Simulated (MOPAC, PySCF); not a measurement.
C3H9Al, SMILES `[CH3][Al]([CH3])[CH3]`, neutral singlet in the gas phase. 

Cartesian coordinates (Å):
```xyz
13

C      1.9322    -0.0283    -0.3382
Al    -0.0001    -0.0001     0.0000
C     -0.9981    -1.6842     0.1295
C     -0.9344     1.7125     0.2083
H      2.4753     0.5297     0.4316
H      2.3508    -1.0363    -0.3768
H      2.1668     0.4630    -1.2888
H     -2.0633    -1.5428     0.3250
H     -0.5951    -2.3178     0.9266
H     -0.9048    -2.2656    -0.7940
H     -1.3590     1.8013     1.2143
H     -0.2908     2.5798     0.0460
H     -1.7795     1.7888    -0.4835
```
Charge 0, multiplicity 1.

All levels are single points at this geometry (B3LYP-D3(BJ)/def2-TZVP); Pople sets use spherical d functions. Orbital energies aren't observables, and empty levels follow the basis.

HF/6-31G* in PySCF gives dipole (D) = 0.00.

Task: Estimate the dipole (D) from each of these levels: ωB97X-D3(BJ)/def2-TZVP in PySCF; B3LYP/3-21G in PySCF; B3LYP/LANL2DZ in PySCF; BP86/6-31G* in PySCF; HF/3-21G in PySCF; AM1 in MOPAC; PM3 in MOPAC; PM6 in MOPAC.

Result: 
```csv
level,dipole (D)
ωB97X-D3(BJ)/def2-TZVP in PySCF,0.00
B3LYP/3-21G in PySCF,0.00
B3LYP/LANL2DZ in PySCF,0.00
BP86/6-31G* in PySCF,0.00
HF/3-21G in PySCF,0.00
AM1 in MOPAC,0.00
PM3 in MOPAC,0.00
PM6 in MOPAC,0.00
```
